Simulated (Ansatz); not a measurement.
Consider the formal exchange of groups at the Si–Cl bond: `N[Si](O)(Cl)Cl` + ethane → `CC[Si](N)(O)Cl` + HCl.

Program: Ansatz. Geometries: PBE0-D4/def2-TZVP. ΔE: electronic, gas phase. CCSD(T)/CBS adds triple-zeta CCSD(T) − MP2 to the extrapolated MP2 energy (def2 sets, frozen cores). This one scheme is used for every species. DFT in def2-TZVPP. B3LYP here is the variant with VWN-RPA as its local correlation; programs differ in this. Each species was taken in one conformer, which may not be the lowest.

```csv
level,ΔE (kJ/mol)
B3LYP,104.8
HF/def2-QZVPP,113.3
SCS-MP2/def2-QZVPP,101.8
CCSD/CBS(def2),99.1
```

What does CCSD(T)/CBS give? (Estimate.)

Ansatz gave: +97.6 kJ/mol. The listed levels differ from it by 7.2, 15.7, 4.2, 1.5 kJ/mol.

Largest T1 diagnostic among the species: 0.010.

In def2-TZVPP, CCSD(T) changes the Hartree–Fock value by −18.2 kJ/mol (the triples alone add −1.5 kJ/mol) and MP2 by −13.8 kJ/mol. The D4 term adds −5.9 kJ/mol with B3LYP and −3.9 kJ/mol with PBE0; it sums over pairs of atoms, weighted by their polarisabilities, and B3LYP, whose exchange is more repulsive, gets the larger term.
